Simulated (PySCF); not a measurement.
Compound: C7H7O2 (doublet state).
Structure used (GFN2-xTB), in Å, numbered top down from 1:
```
atom  x, y, z in Å
C1    -2.291   -2.175    0.169
C2    -2.057   -0.857    0.458
C3    -0.837   -0.249    0.341
C4     0.060    0.865    0.419
C5     0.270    2.276    0.739
C6     0.575   -0.304   -0.001
O7     1.608   -1.017   -0.425
C8     2.808   -0.398   -0.568
O9     3.022    0.763   -0.349
H10   -3.269   -2.602    0.279
H11   -1.499   -2.816   -0.174
H12   -2.875   -0.237    0.804
H13    0.102    2.438    1.804
H14   -0.446    2.891    0.194
H15    1.286    2.569    0.483
H16    3.537   -1.139   -0.916
```

The hyperfine couplings belong to this conformer and change with its torsions.

Identity: `C=CC1=C(C)[C]1OC=O` [radical].

Computed, not measured: UKS B3LYP, pcH-1 on C H O, non-relativistic, mean-field spin-orbit, GIAO (PySCF 2.14.0). One conformer (not necessarily the lowest) at the GFN2-xTB geometry, without solvent, vibrations or thermal averaging. The geometry wasn't refined by DFT: couplings that depend on bond lengths, twists or pyramidal angles can differ widely from those at the functional's own minimum. The SCF solution wasn't tested for stability.

(1) Predict the first-order ENDOR lines of C1, C3, C2, C4, C8, C5, H10, H11, H12 and H16 under fast tumbling at B = 343.0 mT (X band).

(2) Which pairs are centred on the nuclear Larmor frequency, and which on half the coupling?

(3) At what field would the lower line of C1 fall to zero frequency?

## Answers

(1) For S = 1/2 in fast tumbling each set of equivalent nuclei gives two lines, ν± = |νn ± a/2| to first order, with νn = g_N μN B/h and μN/h = 7.62259 MHz/T.

| nuclei | isotope | g_N | νn (MHz) | a_iso (MHz) | lower line (MHz) | upper line (MHz) |
| --- | --- | --- | --- | --- | --- | --- |
| C1 | 13C | 1.4048 | 3.67 | 52.61 | 22.63 | 29.98 |
| C3 | 13C | 1.4048 | 3.67 | 41.37 | 17.01 | 24.36 |
| C2 | 13C | 1.4048 | 3.67 | -39.52 | 16.09 | 23.44 |
| C4 | 13C | 1.4048 | 3.67 | -10.91 | 1.78 | 9.13 |
| C8 | 13C | 1.4048 | 3.67 | 4.01 | 1.67 | 5.68 |
| C5 | 13C | 1.4048 | 3.67 | -2.43 | 2.46 | 4.89 |
| H10 | 1H | 5.5857 | 14.60 | -41.40 | 6.10 | 35.31 |
| H11 | 1H | 5.5857 | 14.60 | -39.54 | 5.17 | 34.37 |
| H12 | 1H | 5.5857 | 14.60 | 6.52 | 11.35 | 17.86 |
| H16 | 1H | 5.5857 | 14.60 | -4.91 | 12.15 | 17.06 |

The rows for 13C, of low natural abundance, apply to labelled samples.

(2) Centred on νn, since |a| < 2νn: C8, C5, H12 and H16. Centred on |a|/2 and split by 2νn: C1, C3, C2, C4, H10 and H11.

(3) Where νn = |a|/2, that is B = 26.30 MHz/(1.4048 × 7.62259 MHz/T) = 2460 mT, as far as first order holds there.

Couplings of abundant isotopes left out: H13/H14/H15 (2.3 MHz).

On one thread of an AMD EPYC (shared host), this took 2.0 min of wall time (grids of density and orbitals included) and 1.0 GiB of memory at its peak.

The SMILES draws the unpaired electron on C6; the largest computed Mulliken spin population is on C1 (0.67 against 0.10).
